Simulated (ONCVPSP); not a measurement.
## caesium (Cs): one change to an ONCV potential, before and after

ONCVPSP 4.0.1 input, shortened (lines: element, Z, core and valence counts, functional; n l f; lmax; l rc ep ncon nbas qcut; lloc lpopt rc5 dvloc0; l nproj debl; icmod fcfact rcfact), PBE, fully relativistic:

```
  Cs 55.00    9    3        4      upf
    1    0    2.00
    2    0    2.00
    2    1    6.00
    3    0    2.00
    3    1    6.00
    3    2   10.00
    4    0    2.00
    4    1    6.00
    4    2   10.00
    5    0    2.00
    5    1    6.00
    6    0    1.00
    2
    0    3.10    0.00    4    8    3.90
    1    3.45    0.00    4    8    3.50
    2    3.60    0.25    5    9    2.40
    4    5    2.60    0.00
    0    2    1.20
    1    2    1.10
    2    3    1.70
    3    2.00    1.75
```

Open shells are filled in proportion to 2j + 1.

In the d channel the program set the typed energies aside and used 0.050, 1.750, 3.450 Ha (j = l + 1/2; the other j can differ).

All-electron outer shells of the reference configuration (PBE, scalar-relativistic, ld1.x):

| shell | level (eV) | outermost node (bohr) | outermost maximum (bohr) |
| --- | --- | --- | --- |
| 5s | -26.73 | 0.82 | 1.54 |
| 5p | -13.52 | 0.89 | 1.79 |
| 6s | -2.09 | 2.11 | 4.80 |

Change: reference 5s2 5p6 6s0.5 6p0.5; wave 5p: rc 3.45 bohr, ncon 4, nbas 8, qcut 3.5 1/bohr, 2 projectors, debl 1.1 Ha becomes 5p+6p: rc 3.45 bohr, ncon 4, nbas 8, qcut 3.5 1/bohr, 2 projectors.

Cutoffs: the cutoffs (Ha) at which the residual kinetic energy of the hardest occupied pseudo-wave falls to 1 and 0.1 mHa per electron; they do not see the model core or the augmentation charge, which bear on the density cutoff. Errors are all-electron minus pseudo energies relative to the spin-unpolarised reference configuration.

What does the change do?

The potential gets neither clearly harder nor softer (4.2 Ha and 5.7 Ha → 4.2 Ha and 5.7 Ha); the range in which the p1/2 phases agree narrows (upper end 2.5 → 1.3); neither file shows a bound ghost.

```csv
quantity,base,changed
"cutoff, loose",4.2 Ha,4.2 Ha
"cutoff, tight",5.7 Ha,5.7 Ha
loose cutoff by channel,"s 4.2 Ha, p 4.1 Ha","s 4.2 Ha, p 4.1 Ha"
bound ghosts,none,none
GHOST(+) flags under 300 eV,none,none
"largest error over its own tests, meV",-186,-42
s: phases at 3.14 bohr within 0.05 rad from the reference energy up to (Ha; the scan ends near 5),2.3,2.3
p3/2: phases at 3.50 bohr within 0.05 rad from the reference energy up to (Ha; the scan ends near 5),2.3,2.1
p1/2: phases at 3.50 bohr within 0.05 rad from the reference energy up to (Ha; the scan ends near 5),2.5,1.3
d5/2: phases at 3.65 bohr within 0.05 rad from the reference energy up to (Ha; the scan ends near 5),to the end of the scan,to the end of the scan
d3/2: phases at 3.65 bohr within 0.05 rad from the reference energy up to (Ha; the scan ends near 5),to the end of the scan,to the end of the scan
"rms error of d²Exc/dni dnj with the model core, mHa",1.68,2.90
```

Base: These tests converged, but a pseudo level misses the all-electron one widely, so the file describes the atom poorly there or has found another state: 5s2 5p6 6s0 6p1: empty 6s by 2.9 eV.
